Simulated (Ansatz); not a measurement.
System: sum formula NbO₂F, net charge 0, singlet state. 
Structure (B3LYP-D3(BJ)/def2-TZVP (Ansatz, a first-principles code) minimum search):
```
Nb
O 1 1.7180
O 1 1.7180 2 107.46
F 1 1.9103 2 113.91 3 -127.17
```
Charge 0, spin multiplicity 1.

Wanted: atomisation energy (electronic, to ground-state atoms), in kcal/mol. Correlated levels leave the core frozen unless marked. Open shells are spin-unrestricted. Spin-orbit coupling is left out. Frozen are the shells of the preceding noble gas and the d and f shells that filled before the atom's block. Past Kr the def2 sets carry scalar-relativistic core potentials. STO-3G rows are all-electron and non-relativistic. The coupled-cluster limit lacks core correlation, which all-electron functionals hold. CBS(X,Y): correlation extrapolated as X^-3; Hartree-Fock from the larger set. [CCSD(T)-MP2]/basis is that difference in the basis named.

```tsv
level	program	atomisation energy (kcal/mol)	rough core time
HF/def2-SVPD	Ansatz	236.6	-
PBE/def2-TZVPD	Ansatz	501.1	under 20 s
BLYP-D3(BJ)/def2-TZVPD	Ansatz + dftd3	498.4	under 20 s
r2SCAN-D3(BJ)/def2-TZVPD	Ansatz + dftd3	472.8	under 20 s
r2SCAN-D4/def2-TZVPD	Ansatz + dftd4	472.8	under 20 s
B3LYP/def2-TZVPD	Ansatz	465.6	under 20 s
PBE0/STO-3G	Ansatz	516.8	under 20 s
PBE0-D4/def2-TZVPD	Ansatz + dftd4	455.4	under 20 s
PBE0/def2-TZVP	Ansatz	452.7	under 20 s
r2SCANh-D4/def2-TZVPD	Ansatz + dftd4	456.1	under 20 s
HSE06/def2-TZVPD	Ansatz	454.4	under 20 s
CAM-B3LYP/def2-TZVPD	Ansatz	467.2	under 20 s
LC-wPBE/def2-TZVPD	Ansatz	461.1	under 20 s
wB97X/def2-TZVPD	Ansatz	482.5	under 20 s
B2GP-PLYP-D4/def2-TZVPD	Ansatz + dftd4	475.1	under 20 s
MP2/def2-SVPD	Ansatz	494.3	-
RI-MP2/def2-QZVPPD	Ansatz	515.5	under 20 s
RI-MP2/CBS(def2-TZVPPD,def2-QZVPPD)	Ansatz	520.3	under 20 s
CCSD/def2-SVPD	Ansatz	428.8	-
CCSD(T)/def2-TZVPP	Ansatz	460.9	under 20 s
RI-MP2/CBS(def2-TZVPPD,def2-QZVPPD)+[CCSD(T)-MP2]/def2-TZVPPD	Ansatz	476.1	50 s
```

Core times are rough, on shared machines, summed over the molecules involved; a dash marks a level read off another run, or run on other hardware, by another program or under a memory cap.

The T1 diagnostic of CCSD in the largest basis is 0.030, which is high, so the coupled-cluster rows are less sure than usual.
